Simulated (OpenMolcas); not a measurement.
Ta3+ (d2) among equal point charges was computed by CASSCF with the d shell active (OpenMolcas, ANO-RCC-VDZP on the metal). Its lowest spin-free states, and all those of the highest spin:

```csv
2S+1,Degeneracy,E (cm-1)
3,3,0.0
3,3,5612
1,3,9743
1,2,10116
3,1,12109
3,3,15022
1,3,17296
1,1,18276
1,3,19196
1,2,23616
1,1,40348
```

Q: Is the site octahedral, tetrahedral or cube-like, axial, or of lower symmetry?

A: The states with 2S+1 = 3 have orbital degeneracies 3, 3, 1, 3. Threefold states need a cubic site. For d2 at this spin an octahedron puts the threefold T1 below the threefold T2 and a tetrahedron or cube puts the single A2 below the threefold T2, so the site is octahedral. The run had Ta3+ among 6 point charges of -0.5 e arranged as an octahedron (Oh), 1.97 Å from the ion.

An orbital triplet at a regular site is open to Jahn-Teller coupling, which can distort the site and quench the lowest spin-orbit gaps and is left out. Without dynamic correlation the repulsion within the d shell is too large (B by tens of per cent), so at a given field states of lower spin stand too high. This field is weak: 10Dq is about 6588 cm-1, while octahedral complexes of 5d ions of charge 3 and more, computed by the same method with explicit ligands, had a median near 35000 cm-1. Ground spin and moment need not be those of a real site. This is an electrostatic model: the charges have no orbitals. No measured value stands beside these numbers.
